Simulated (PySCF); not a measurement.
# Two-component Hartree-Fock for Pr⁴²⁺ (praseodymium, charge +42)

Start: [Ne] 3s2 3p5; 3p1/2 filled at m_j = +1/2; 3p3/2 filled at m_j = -3/2, -1/2, +1/2, +3/2. Calculated with PySCF 2.14 in an uncontracted even-tempered set (18 s from 9.4 bohr⁻², ratio 2.4; 14 p from 12 bohr⁻², ratio 2.4; 4 d from 46 bohr⁻², ratio 2.6; 4 f from 69 bohr⁻², ratio 2.6): generalised Hartree-Fock with the X2C-1e Hamiltonian and a Gaussian nucleus; one run each with spin-orbit coupling (SO) screened by Boettger's factors, then bare. This is a chosen level, not necessarily the ground level.

| spinor shell | electrons | ε, screened SO (eV) | ε, bare SO (eV) | weight of nominal j (bare SO) | rms radius, bare SO (bohr) |
| --- | --- | --- | --- | --- | --- |
| 1s1/2 | 2 | -44752.0 | -44751.7 | 1.000 | 0.0275 |
| 2s1/2 | 2 | -9363.8 | -9363.8 | 1.000 | 0.110 |
| 2p1/2 | 2 | -8989.6 | -9003.2 | 1.000 | 0.0942 |
| 2p3/2 | 4 | -8499.2 | -8494.1 | 1.000 | 0.0999 |
| 3s1/2 | 2 | -3590.8 | -3590.8 | 1.000 | 0.267 |
| 3p1/2 | 1 | -3452.3 | -3455.7 | 1.000 | 0.255 |
| 3p3/2 | 4 | -3324.3 | -3323.0 | 1.000 | 0.265 |

```csv
quantity,screened SO,bare SO
E (hartree),-7689.77447,-7689.97327
M_J,1/2,1/2
⟨J²⟩,0.751,0.751
⟨L²⟩,2.016,2.017
⟨S²⟩,0.765,0.766
```

Each row is a mean over spinors that exchange with the open shell spreads, by up to 14.640 eV (2p1/2).

Breit and QED terms are absent; they matter most for the inner s and p1/2 levels.

Densities and radii are taken from the X2C orbitals without a picture-change correction, which distorts them close to the nucleus.
